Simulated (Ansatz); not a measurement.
The cluster K4Na4, relaxed as a singlet with RKS B3LYP/def2-SVP in Ansatz, starting from the GFN2-xTB geometry. Force threshold 0.02 eV/Å.

The restricted singlet is unstable towards broken spin symmetry in Hartree–Fock (as tested in another run); at B3LYP/def2-SVP this wasn't settled. Another isomer (singlet) lies 0.10 eV lower at PBE0/def2-TZVP; other spin states weren't run for this one.

Start:

```xyz
8

Na    1.5498   -0.4664   -1.8822
Na    1.3337   -1.4394    2.2160
Na   -0.6747    1.9128    0.6679
Na   -1.7112   -2.3159   -0.5746
K    -1.0615   -1.3960    4.3739
K    -0.9820    4.9182   -0.4019
K     4.6242    0.0914   -1.0933
K    -3.0782   -1.3047   -3.3057
```

(1) Estimate the energy that the relaxation releases and the steps that it takes.

(2) Does the start keep its bonding and symmetry?

(3) Predict the relaxed structure.

Results:

(1) 1.01 eV, in 20 steps; 3.1 min on 4 threads of Arm Neoverse N1 on a shared host. The force fell under the threshold at step 17, but the optimiser went on and released 0.004 eV more. No frequencies were taken in this run, so the end may be a saddle point.

(2) Bonds formed: Na1–Na2, Na1–K8, Na2–Na4, Na2–K7, Na3–Na4, Na3–K5, Na3–K7, Na3–K8 (atoms count from 1). Metal–metal contacts that move far: Na2–Na3 4.20 to 3.56 Å.

(3) 
Cartesian coordinates in Å:
```
Na 1.0742 -1.5527 -2.0575
Na 1.8570 -1.7301 1.3169
Na -0.5016 0.8943 0.8257
Na -1.5784 -2.3804 0.0814
K -1.2348 -1.0889 3.9538
K -0.4031 4.1101 -1.1115
K 3.2288 1.4469 -0.4069
K -2.4420 0.3008 -2.6019
```
Bond lengths (bridged metal pairs left out): 10 × K–Na 3.76 to 4.11 Å; 5 × Na–Na 3.47 to 3.71 Å; 2 × K–K 4.56 to 4.57 Å.
